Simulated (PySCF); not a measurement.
PySCF input for C₃H₄BNO₂, SMILES O=C1CB(O)C=N1, PBE0-D3(BJ)/def2-SVP. The structure is a stationary point at PBE0-D3(BJ)/def2-SVP. The structure was generated by enumeration, and PubChem lists no compound with its InChIKey, so it may never have been made. Other conformers were not sampled.

```python
import numpy as np
from pyscf import gto, scf, dft, df
from pyscf.hessian import thermo

mol = gto.M(
    atom='''
    O     0.42756961   -2.39065946   -0.00000000
    C     0.14597452   -1.22801009   -0.00000000
    C     1.11849410   -0.05329588    0.00000000
    B     0.14434042    1.17138265    0.00000000
    O     0.46418435    2.47494697   -0.00000000
    C    -1.29505358    0.48824496    0.00000000
    N    -1.23497012   -0.79509295    0.00000000
    H     1.78091705   -0.11475442    0.87878230
    H     1.78091705   -0.11475442   -0.87878230
    H    -0.29553791    3.06767395   -0.00000000
    H    -2.29372940    0.95463822   -0.00000000
    ''',
    basis='def2-SVP',
    charge=0,
    spin=0,
    max_memory=1600,
    verbose=3,
)
mf = dft.RKS(mol, xc='pbe0').density_fit(auxbasis='def2-universal-jkfit')
mf.disp = 'd3bj'
mf.grids.level = 3
mf.conv_tol = 1e-11
mf.max_cycle = 100
mf.kernel()

# [left out here: the lines that compute and print the analytic Hessian (its translational invariance restored by hand, since the grid's response is missing), thermochemistry and intensities]
```

It prints:

```
[...]
       8   H                -0.12 -0.23 -0.05   -0.13 -0.20 -0.06    0.04 -0.10 -0.01
       9   H                 0.00  0.00  0.67    0.00  0.00 -0.59   -0.02 -0.01  0.00
      10   H                -0.00 -0.00 -0.07   -0.00 -0.00  0.26    0.02 -0.12 -0.00
Mode                                 9                  10                  11
Irrep
Freq [cm^-1]                      784.9668            806.5246            814.0336
Reduced mass [au]                   1.8989              2.4784              6.5945
Force const [Dyne/A]                0.6894              0.9499              2.5746
Char temp [K]                    1129.3925           1160.4094           1171.2132
Normal mode                   x     y     z       x     y     z       x     y     z
       0   O                -0.00  0.00  0.02    0.00  0.03 -0.00    0.02 -0.05  0.00
       1   C                 0.00  0.00 -0.10    0.03  0.04  0.00    0.04 -0.04 -0.00
       2   C                -0.00 -0.00  0.14    0.02 -0.13 -0.00    0.17  0.02  0.00
       3   B                -0.00  0.00 -0.11   -0.03  0.02  0.00    0.01  0.00 -0.00
       4   O                -0.00  0.00 -0.00   -0.00  0.04  0.00    0.01  0.03 -0.00
       5   C                -0.00  0.00 -0.04   -0.12  0.02  0.00   -0.13  0.02 -0.00
       6   N                 0.00  0.00  0.03    0.10  0.03 -0.00   -0.13  0.01  0.00
       7   H                 0.26 -0.22 -0.09    0.01 -0.36 -0.01    0.17  0.03  0.01
       8   H                -0.26  0.22 -0.09    0.01 -0.36  0.01    0.17  0.03 -0.01
       9   H                 0.00  0.00  0.23    0.02  0.07 -0.00    0.00  0.03  0.00
      10   H                -0.00 -0.00  0.43   -0.22 -0.20 -0.00   -0.12  0.06  0.00
Mode                                12                  13                  14
Irrep
Freq [cm^-1]                      956.0467            959.2689           1101.1281
Reduced mass [au]                   1.4144              1.6001              1.4491
Force const [Dyne/A]                0.7617              0.8675              1.0352
Char temp [K]                    1375.5384           1380.1744           1584.2782
Normal mode                   x     y     z       x     y     z       x     y     z
       0   O                 0.00 -0.01 -0.00    0.00  0.00 -0.01   -0.00  0.00 -0.02
       1   C                -0.02 -0.01  0.00   -0.00  0.00  0.05    0.00  0.00  0.14
       2   C                -0.05  0.01 -0.00    0.00 -0.00 -0.05   -0.00 -0.00 -0.05
       3   B                 0.10 -0.01  0.00   -0.00  0.00  0.11   -0.00 -0.00 -0.04
       4   O                 0.05  0.03 -0.00   -0.00 -0.00 -0.02    0.00  0.00  0.00
       5   C                -0.08  0.01 -0.00    0.00 -0.00 -0.13   -0.00 -0.00 -0.00
       6   N                 0.03  0.01 -0.00    0.00 -0.00 -0.00   -0.00 -0.00 -0.04
       7   H                -0.04  0.18  0.01   -0.05  0.19  0.01   -0.16 -0.54  0.03
       8   H                -0.04  0.18 -0.01    0.05 -0.19  0.01    0.16  0.54  0.03
       9   H                -0.44 -0.59  0.00    0.00  0.00  0.04   -0.00 -0.00  0.03
      10   H                -0.18 -0.18  0.00    0.00  0.00  0.71    0.00  0.00  0.16
Mode                                15                  16                  17
Irrep
Freq [cm^-1]                     1111.7900           1155.2222           1261.5988
Reduced mass [au]                   2.5052              2.1766              4.1514
Force const [Dyne/A]                1.8245              1.7114              3.8930
Char temp [K]                    1599.6183           1662.1076           1815.1598
Normal mode                   x     y     z       x     y     z       x     y     z
       0   O                -0.03  0.00  0.00    0.01 -0.04 -0.00    0.02  0.02 -0.00
       1   C                 0.18  0.04 -0.00   -0.07 -0.03  0.00   -0.11 -0.02  0.00
       2   C                -0.05 -0.00  0.00    0.03  0.18 -0.00    0.09 -0.06  0.00
       3   B                -0.08  0.02  0.00   -0.02  0.04  0.00   -0.19  0.00 -0.00
       4   O                 0.04  0.02 -0.00    0.01 -0.05 -0.00    0.05  0.04  0.00
       5   C                 0.02 -0.02 -0.00    0.01  0.01 -0.00    0.06 -0.00  0.00
       6   N                -0.07 -0.03  0.00    0.02  0.01 -0.00    0.03 -0.00 -0.00
       7   H                -0.04 -0.22 -0.02    0.02 -0.43 -0.03    0.10  0.10  0.01
       8   H                -0.04 -0.22  0.02    0.02 -0.43  0.03    0.10  0.10 -0.01
       9   H                -0.22 -0.30 -0.00   -0.08 -0.16 -0.00   -0.20 -0.26  0.00
      10   H                 0.16  0.29 -0.00   -0.04 -0.11  0.00    0.11  0.08  0.00
Mode                                18                  19                  20
Irrep
Freq [cm^-1]                     1321.9958           1355.4203           1518.2776
Reduced mass [au]                   1.5555              1.0938              7.4429
Force const [Dyne/A]                1.6017              1.1840             10.1087
Char temp [K]                    1902.0577           1950.1480           2184.4634
Normal mode                   x     y     z       x     y     z       x     y     z
       0   O                -0.01  0.01 -0.00   -0.00  0.01 -0.00   -0.00  0.00 -0.00
       1   C                 0.05  0.01 -0.00   -0.01 -0.00 -0.00    0.01 -0.01 -0.00
       2   C                 0.00 -0.03 -0.00   -0.08 -0.01 -0.00   -0.02  0.06 -0.00
       3   B                -0.04  0.05  0.00    0.01  0.02  0.00   -0.03 -0.25  0.00
       4   O                -0.00 -0.02 -0.00   -0.00 -0.01 -0.00    0.02  0.11 -0.00
       5   C                 0.11  0.02  0.00   -0.01 -0.00  0.00    0.02 -0.01  0.00
       6   N                -0.09  0.04  0.00    0.01 -0.01  0.00   -0.01  0.04  0.00
       7   H                 0.04  0.02 -0.03    0.51  0.02 -0.43    0.02 -0.07 -0.05
       8   H                 0.04  0.02  0.03    0.51  0.02  0.43    0.02 -0.07  0.05
       9   H                -0.02 -0.05 -0.00    0.01 -0.00 -0.00    0.02  0.11 -0.00
      10   H                -0.23 -0.74  0.00    0.02  0.06  0.00   -0.03 -0.15  0.00
Mode                                21                  22                  23
Irrep
Freq [cm^-1]                     1674.5024           1910.5657           3093.4787
Reduced mass [au]                  10.7558             12.9606              1.0659
Force const [Dyne/A]               17.7691             27.8740              6.0099
Char temp [K]                    2409.2362           2748.8787           4450.8271
Normal mode                   x     y     z       x     y     z       x     y     z
       0   O                 0.00  0.01  0.00   -0.03  0.15  0.00    0.00  0.00 -0.00
       1   C                 0.00 -0.02  0.00    0.04 -0.22  0.00   -0.00 -0.00 -0.00
       2   C                -0.00 -0.00  0.00    0.00  0.01  0.00    0.07 -0.01 -0.00
       3   B                 0.01  0.04 -0.00    0.00  0.01 -0.00   -0.00  0.00 -0.00
       4   O                 0.00 -0.01  0.00   -0.00 -0.00 -0.00    0.00 -0.00  0.00
       5   C                -0.01 -0.21 -0.00   -0.01  0.02 -0.00   -0.00  0.00  0.00
       6   N                -0.01  0.17 -0.00    0.01 -0.01 -0.00   -0.00 -0.00  0.00
       7   H                -0.01  0.01  0.01   -0.01 -0.02  0.01   -0.40  0.04 -0.55
       8   H                -0.01  0.01 -0.01   -0.01 -0.02 -0.01   -0.40  0.04  0.55
       9   H                -0.00 -0.01  0.00    0.00  0.00  0.00   -0.00  0.00  0.00
      10   H                 0.11  0.05 -0.00   -0.02  0.01 -0.00    0.00 -0.00  0.00
Mode                                24                  25                  26
Irrep
Freq [cm^-1]                     3116.8217           3143.7329           3890.6215
Reduced mass [au]                   1.0930              1.0999              1.0663
Force const [Dyne/A]                6.2560              6.4045              9.5094
Char temp [K]                    4484.4124           4523.1316           5597.7381
Normal mode                   x     y     z       x     y     z       x     y     z
       0   O                 0.00 -0.00 -0.00    0.00  0.00 -0.00    0.00  0.00 -0.00
       1   C                -0.00  0.00 -0.00   -0.00 -0.00  0.00   -0.00  0.00 -0.00
       2   C                 0.00  0.00 -0.00    0.00 -0.00  0.09    0.00 -0.00  0.00
       3   B                -0.00 -0.00 -0.00   -0.00  0.00  0.00   -0.00 -0.00  0.00
       4   O                 0.00  0.00  0.00    0.00  0.00 -0.00   -0.05  0.04  0.00
       5   C                 0.08 -0.03  0.00    0.00 -0.00  0.00    0.00 -0.00  0.00
       6   N                -0.00  0.00  0.00   -0.00 -0.00  0.00   -0.00  0.00  0.00
       7   H                -0.00  0.00 -0.00   -0.41  0.04 -0.53   -0.00 -0.00 -0.00
       8   H                -0.00  0.00  0.00    0.41 -0.04 -0.53   -0.00 -0.00  0.00
       9   H                -0.00  0.01 -0.00   -0.00  0.00  0.00    0.75 -0.61  0.00
      10   H                -0.87  0.39  0.00   -0.00  0.00 -0.00   -0.00  0.00  0.00
temperature 298.1500 [K]
pressure 101325.00 [Pa]
Rotational constants [GHz] 6.59373 2.05341 1.58105
Symmetry number 1
Zero-point energy (ZPE) 0.07724 [Eh]   202781.452 [J/mol]
                           tot       elec      trans        rot        vib
Entropy [J/mol/K]       336.848      0.000    165.785    113.426     57.637
Cv [J/mol/K]             93.150      0.000     12.472     12.472     68.206
Cp [J/mol/K]            101.464      0.000     20.786     12.472     68.206
Internal energy [J/mol]                      3718.434   3718.434 211743.277
Internal energy [Eh]   -346.08938  -346.17286
Enthalpy [J/mol]                             6197.391   3718.434 211743.277
Enthalpy [Eh]          -346.08844
Gibbs free energy [J/mol]                  -43231.336 -30099.421 194558.676
Gibbs free energy [Eh] -346.12669
static polarisability / bohr^3: [[50.307 -6.757 -0.   ]
 [-6.754 68.593  0.   ]
 [ 0.    -0.    30.942]]
largest difference of analytic and finite-field dipole derivatives / e: 0.0017772359886347733
mode   freq/cm-1   IR/(km/mol)   Raman/(A^4/amu)   depolarisation
   1       28.87         3.141             0.076            0.750
   2      216.63         4.518             0.697            0.750
   3      314.64         9.935             0.325            0.694
   4      359.54         4.076             1.291            0.750
   5      508.25         8.117             5.414            0.327
   6      548.32         1.902             2.409            0.339
   7      594.26        76.935             4.772            0.750
   8      660.99        54.687             0.631            0.750
   9      694.92         0.137             1.463            0.670
  10      784.97         1.502             1.855            0.750
  11      806.52         5.413             2.707            0.670
  12      814.03         6.435             9.377            0.243
  13      956.05        76.292             4.971            0.659
  14      959.27        27.253             2.313            0.750
  15     1101.13         1.523             1.278            0.750
  16     1111.79        73.732             0.929            0.370
  17     1155.22        40.191             1.847            0.446
  18     1261.60       210.339             3.093            0.146
  19     1322.00        15.307            17.228            0.621
  20     1355.42        34.032            13.878            0.640
  21     1518.28       371.257             2.682            0.695
  22     1674.50        11.720            40.445            0.182
  23     1910.57       245.708            32.025            0.381
  24     3093.48         3.117           123.847            0.083
  25     3116.82        27.533           174.400            0.294
  26     3143.73         0.549            72.028            0.750
  27     3890.62       102.314           138.455            0.274
max |gradient| / (hartree/bohr): 4.644685861912123e-05
APT charges: [-0.6776  0.9729 -0.4285  0.9236 -0.759   0.04   -0.534   0.0717  0.0717
  0.3291 -0.01  ]
```

The run converged.

Cost: around 5 core-minutes (rough).
